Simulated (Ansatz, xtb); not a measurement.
# Relaxing a trial structure of CHFInSi

The starting geometry of this gas-phase doublet was built from a drawn formula by distance geometry and a force field; its bonds are those of `F/[C]=[SiH]/[In]`.

```xyz
5

C    -1.2207    2.0833    0.3512
F    -2.2296    2.0007   -0.5313
In    1.2349    3.9385    2.1026
Si   -0.4491    3.5593    0.5979
H    -0.9071    4.7564   -0.1608
```

Problem. Predict what it relaxes into with r2SCAN-D4/def2-SVP.

Solution. A new bond forms, giving a structure given below by its coordinates. Distances that change by over a tenth: In3–Si4 (2.29 → 2.68 Å). Contacts that close: C1–In3 (3.54 → 2.32 Å).

The energy falls by 1.81 eV over 17 steps:

```csv
step,E − E(last) (eV)
1,1.807
3,0.553
5,0.465
6,0.443
8,0.383
10,0.232
12,0.033
13,0.007
15,0.000
17,0.000
```

Final geometry (Å):

```xyz
5

C    -0.8852    2.6346    0.5571
F    -1.7137    1.7072    0.1444
In    0.8410    2.7867    2.0932
Si   -0.4300    4.3524    0.3213
H    -1.3838    4.8573   -0.7563
```

From the same start GFN2-xTB ends elsewhere, differing in In3–Si4 (3.43 against 2.68 Å here).

The end wasn't checked by frequencies. Open shells are spin-unrestricted. Atoms past krypton carry core potentials, without spin–orbit terms. Run with Ansatz 0.2.0, 2.7 min on 1 thread of Intel(R) Xeon(R) Platinum 8375C CPU @ 2.90GHz (Ice Lake) (shared host).
